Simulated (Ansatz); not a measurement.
Consider the isomerisation: `O=C([SiH3])CBr` → `C[Si]1(Br)CO1`.

Computed with Ansatz on PBE0-D4/def2-TZVP structures; ΔE is electronic, products minus reactants. CBS: MP2 limit from def2 TZ/QZ plus the TZ coupled-cluster correction, frozen cores. Functionals use def2-TZVPP. For Br outer-core shells are correlated without core-valence functions, which leaves a few kJ/mol of doubt a bond. Scalar relativity is left out up to krypton. Each species was taken in one conformer, which may not be the lowest.

| species | PBE-D4 energy (Eh) |
| --- | --- |
| `O=C([SiH3])CBr` | -3017.42782 |
| `C[Si]1(Br)CO1` | -3017.50544 |

**Question.** Work out ΔE.

**Answer.** ΔE = (-3017.50544) − (-3017.42782) = -0.07762 Eh = -2.11 eV. CCSD(T)/CBS gives -2.19 eV.

Largest T1 diagnostic among the species: 0.012.

From PBE to PBE0 (25 % exact exchange), in def2-TZVPP and without D4, ΔE moves by −0.12 eV. In def2-TZVPP, CCSD(T) changes the Hartree–Fock value by −0.16 eV (the triples alone add +0.02 eV) and MP2 by −0.34 eV. At CCSD(T), def2-SVP lies +0.61 eV from the extrapolated value and def2-TZVPP +0.09 eV.
